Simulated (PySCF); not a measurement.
Input file for PySCF: R-B3LYP/6-311+G** on CH5FOSi (SMILES C[SiH](O)F).

```python
from pyscf import gto, scf, dft, mp
from pyscf.data.elements import chemcore

mol = gto.M(
    atom='''
    C    -1.21079138    0.30861884    0.11994683
    Si    0.47538295   -0.43102834   -0.02218633
    O     1.52352050    0.78345956   -0.36019150
    F     0.87696137   -1.11949309    1.37411107
    H    -1.51782722    0.75063700   -0.82985603
    H    -1.22287455    1.09232409    0.87985521
    H    -1.94470509   -0.45012792    0.39782107
    H     0.57514697   -1.50979477   -1.02857244
    H     2.44518643    0.57540464   -0.53092788
    ''',
    basis='6-311+g**',
    charge=0, spin=0, verbose=3, max_memory=1800)
mf = dft.RKS(mol, xc='b3lyp')
mf.conv_tol = 1e-8
mf.max_cycle = 100
mf.kernel()
if not mf.converged:
    mf = mf.newton().run(mf.mo_coeff, mf.mo_occ)
```

**Question.** What total energy does the run end on?

**Answer.** -505.8982 hartree.
